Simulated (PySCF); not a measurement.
**Where the electron goes**

Si(iPr)H3, C₃H₁₀Si.
Cartesian coordinates in Å at the PBE0-D3(BJ)/def2-SVP level; atoms count from 1:
```xyz
14
C3H10Si angstrom
Si     0.1773    0.3512   -1.6350
C      0.1741    0.3225    0.2603
C      0.9795   -0.8619    0.7942
C     -1.2492    0.3402    0.8157
H      0.6818    1.2559    0.5685
H      2.0185   -0.8554    0.4297
H      0.5274   -1.8214    0.4918
H      1.0127   -0.8525    1.8967
H     -1.2429    0.3686    1.9183
H     -1.8212    1.2132    0.4645
H     -1.8052   -0.5640    0.5164
H      1.5793    0.3778   -2.1585
H     -0.5489    1.5547   -2.1519
H     -0.5026   -0.8728   -2.1679
```

The calculation used TDDFT wB97X-D/def2-SVPD, vertical, gas phase, core orbitals frozen in the response in PySCF.

Frontier orbitals with the atoms that hold most of them (Löwdin shares over 4%, at most four atoms; ? is withheld):

| orbital | ε (eV) | atoms |
| --- | --- | --- |
| HOMO-3 | -11.72 | C4 24%, C3 24%, C2 14%, H10 12% |
| HOMO-2 | -11.25 | Si1 35%, H12 23%, H13 21%, C2 7% |
| HOMO-1 | -11.15 | Si1 28%, H14 21%, C2 14%, H13 8% |
| HOMO | ? | ? |
| LUMO | 2.09 | ? |
| LUMO+1 | 2.63 | Si1 49%, H14 13%, H13 12%, H12 12% |
| LUMO+2 | 2.94 | Si1 32%, H5 8%, H12 8%, H13 8% |

(1) Give the leading atoms of the LUMO.

(2) Which atoms hold the HOMO, and with what shares?

(3) What is the HOMO energy, and the HOMO–LUMO gap?

Answers

(1) Si1 (bonded to C and 3 H) 31%; C4 (bonded to C and 3 H) 10%; C3 (bonded to C and 3 H) 10%; C2 (bonded to 2 C, Si and H) 6%. By element: silicon 31%, carbon 27%.

(2) C2 (bonded to 2 C, Si and H) 33%; Si1 (bonded to C and 3 H) 22%; C3 (bonded to C and 3 H) 9%; C4 (bonded to C and 3 H) 9%. By element: carbon 52%, silicon 22%.

(3) ε(HOMO) = -9.98 eV; the gap is 12.07 eV (0.4437 hartree).

**Question.** How does S1 compare with the orbital gap of 12.07 eV?

**Answer.** S1 is at 7.82 eV (f = 0.0024), 4.25 eV below the gap, made of HOMO→LUMO (89%). 

Next come S2 at 8.48 eV (f 0.020), HOMO→LUMO+2 (74%), HOMO→LUMO+4 (8%); S3 at 8.55 eV (f 0.0008), HOMO→LUMO+3 (70%), HOMO→LUMO+5 (16%); S4 at 8.82 eV (f 0.248), HOMO→LUMO+1 (39%), HOMO-1→LUMO (29%); S5 at 8.88 eV (f 0.142), HOMO→LUMO+1 (41%), HOMO-1→LUMO (29%), HOMO-1→LUMO+1 (10%).
